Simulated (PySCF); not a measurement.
Cl6GeSi, SMILES Cl[Si](Cl)(Cl)[Ge]([Cl])([Cl])[Cl]. Heavy atoms are numbered as in [Si:1]([Cl:2])([Cl:3])([Cl:4])[Ge:5]([Cl:6])([Cl:7])[Cl:8].

Geometry: r2SCAN-D4/def2-SVP. The structure was generated by enumeration, and PubChem lists no compound with its InChIKey, so it may never have been made. One conformer was computed; it need not be the lowest.

The numbers are results of PySCF with PBE0/pcSseg-1, not measurements.

GIAO shieldings, no solvent; atoms alike by connectivity are averaged. δ = σ(ref) − σ: ²⁹Si against TMS (σ = 352.7 ppm); ³⁵Cl against HCl (σ = 945.9 ppm); ⁷³Ge against GeH4 (σ = 1658.3 ppm), references at their B3LYP-D3(BJ)/def2-TZVP geometries, non-relativistic (without spin–orbit terms, shifts of atoms bonded to Cl or Br come out too high).

Computed chemical shifts:
```csv
nucleus,atoms,count,δ (ppm)
²⁹Si,Si1,1,26.5
³⁵Cl,Cl6,3,171.4
³⁵Cl,Cl2,3,163.7
⁷³Ge,Ge5,1,449.7
```
